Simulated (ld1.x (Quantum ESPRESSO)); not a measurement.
## Varying the TM potential for hydrogen

Base potential:

| Quantity | Value |
| --- | --- |
| Element | H |
| Generator | ld1.x (Quantum ESPRESSO) 7.5 |
| Type | norm-conserving Troullier–Martins (Kleinman–Bylander form) |
| Functional | BLYP |
| Relativity | scalar-relativistic |
| Frozen core | none |
| Valence charge | 1 |
| Reference configuration | 1s0.5 (charge +0.5) |
| Partial waves | 1s (bound): rc 1.10 bohr; 2p channel at 0.4 Ry: rc 0.95 bohr |
| Local potential | all-electron potential smoothed inside 0.90 bohr (lloc = -1) |
| Core correction | none |

Cutoffs, loose and tight: the cutoffs (Ry, on a coarse ladder) from which the occupation-weighted sum of valence levels, in a spherical-Bessel basis at the reference potential, stays within 10 and 1 mRy of its value at 400 Ry. They do not see the model core or the augmentation charge, which bear on the density cutoff. Test errors are all-electron minus pseudo excitation energies from the reference, over the configurations 1s1. A dash means not determined; rows that change the core or the reference have their own tests.

```tsv
change	outcome	cutoff, loose	cutoff, tight	bound ghosts
base	generated	21 Ry	40 Ry	none
functional PBE	generated	18 Ry	40 Ry	none
reference 1s1	generated	25 Ry	40 Ry	none
wave 2p channel at 0.4 Ry: rc 0.95 bohr becomes 2p channel at 5.76 Ry: rc 0.95 bohr	generated	21 Ry	40 Ry	none
local potential all-electron potential smoothed inside 0.92 bohr (lloc = -1)	generated	21 Ry	40 Ry	none
```

Q: What comes out with this change to the base: wave 1s (bound): rc 1.10 bohr becomes 1s (bound): rc 1.70 bohr?

A: outcome: generated; cutoff, loose: 12 Ry; cutoff, tight: 21 Ry; bound ghosts: none.

Q: What comes out with this change to the base: type PAW; waves now 1s (bound): rcut 0.95, rcutus 1.10 bohr; 1s channel at -0.4 Ry: rcut 0.95, rcutus 1.10 bohr; 2p channel at 0.4 Ry: rcut 0.85, rcutus 0.95 bohr; 2p channel at 1.45 Ry: rcut 0.85, rcutus 0.95 bohr; local potential all-electron potential smoothed inside 1.05 bohr (lloc = -1); augmentation PSQ, inside the norm-conserving radii?

A: outcome: generated; cutoff, loose: 15 Ry; cutoff, tight: 30 Ry; bound ghosts: none.

Q: What comes out with this change to the base: all radii scaled by about 1.40 (s 1.54, p 1.34 bohr); local potential all-electron potential smoothed inside 1.26 bohr (lloc = -1)?

A: outcome: generated; cutoff, loose: 15 Ry; cutoff, tight: 25 Ry; bound ghosts: none.
